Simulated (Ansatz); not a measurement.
Ge2H6Se (`[GeH3][Se][GeH3]`) from Hartree–Fock to CCSD(T)

```xyz
9

Ge   -0.212    1.729   -0.011
Se   -1.603   -0.163   -0.168
Ge    0.139   -1.737    0.004
H     0.528    1.728    1.336
H    -1.140    2.946   -0.116
H     0.810    1.727   -1.159
H     0.870   -1.568    1.345
H     1.135   -1.547   -1.152
H    -0.527   -3.116   -0.078
```

Total charge 0; spin multiplicity 1. Correlated methods include outer-core shells of Ge, Se, which these sets cover unevenly. Scalar relativity is left out up to krypton. The structure was optimised at the PBE0-D4/def2-TZVP level. Frozen core, restricted reference, the Gaussian-basis code of Ansatz.

| basis | HF (Eh) | MP2 corr. |
| --- | --- | --- |
| def2-SVP | -6553.28345 | -0.70863 |
| def2-TZVPP | -6554.11269 | -0.80019 |
| def2-QZVPP | -6554.24449 | -1.63159 |

Estimate the CCSD correlation energy and the (T) correction in each basis where they were run (hartree).


```
     basis  CCSD corr.       (T)
  def2-SVP    -0.72956  -0.02046
def2-TZVPP    -0.82777  -0.02990
```
